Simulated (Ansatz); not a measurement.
Correlation energies of BrFHSi, SMILES `F[SiH]Br` radical by basis set

```xyz
4

F     1.417   -0.600   -0.264
Si   -0.114   -0.186   -0.442
Br   -0.384    1.885    0.285
H    -0.918   -1.099    0.421
```

Charge 0, multiplicity 2. Correlated methods include outer-core shells of Br, which these sets cover unevenly. Scalar relativity is left out up to krypton. Geometry: relaxed with PBE0-D4/def2-TZVP. Frozen core, unrestricted reference, Ansatz 0.2.0.

```json
{"basis": "def2-SVP", "HF (Eh)": "-2960.94240", "MP2 corr.": "-0.49148", "CCSD corr.": "-0.50567", "(T)": "-0.00993", "CCSD(T) total": "-2961.45800"}
{"basis": "def2-TZVPP", "HF (Eh)": "-2961.50013", "MP2 corr.": "-0.62006", "CCSD corr.": "-0.63551", "(T)": "-0.02068", "CCSD(T) total": "-2962.15632"}
{"basis": "def2-QZVPP", "HF (Eh)": "-2961.56379", "MP2 corr.": "-0.97131", "CCSD corr.": "–", "(T)": "–", "CCSD(T) total": "–"}
```
